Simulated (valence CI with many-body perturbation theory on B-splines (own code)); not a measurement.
## Sensitivity of CI+MBPT for Mg⁶⁺

Computed by relativistic CI+MBPT: four valence electrons over a frozen Dirac-Fock core [He], radial functions for each j: 6 s, 6 p, 5 d, 3 f, 1 g, with the one-electron correlation potential Σ1, the two-electron term Σ2, the three-electron term Σ3, Breit, model QED; selected CI, second order for the rest, scaled by the run's own slope (own B-spline code, finite nucleus).

Against 23 measured levels this calculation errs by 332 cm⁻¹ on average and by 897 at most.

The reference run has the lowest level 2s²2p² ³P_0 and an ionisation energy of 225.016 eV. Its largest variational space holds 10861 state functions.

| Level | Reference (cm⁻¹) | Shift (cm⁻¹) |
| --- | --- | --- |
| 2s²2p² ³P_1 | 1111 | -1.7 |
| 2s²2p² ³P_2 | 2926 | +0.4 |
| 2s²2p² ¹D_2 | 41281 | +2436 |
| 2s²2p² ¹S_0 | 85675 | +1148 |
| 2s2p³ ⁵S°_2 | 117583 | -5836 |
| 2s2p³ ³D°_3 | 232998 | +1775 |
| 2s2p³ ³D°_2 | 233105 | +1782 |
| 2s2p³ ³D°_1 | 233169 | +1785 |
| 2s2p³ ³P°_1 | 275235 | +2227 |
| 2s2p³ ³P°_2 | 275248 | +2224 |
| 2s2p³ ³P°_0 | 275287 | +2229 |
| 2s2p³ ¹D°_2 | 355023 | +7716 |

The ionisation energy moves by -0.370 eV.

Problem. Which of these changes was made?
A. screening of Σ1 on → off
B. scale of Σ2 1 → 0.8; factor on the speed of light 1 → 100; QED terms on → off
C. natural orbitals for correlation on → off

Solution. C. natural orbitals for correlation on → off.
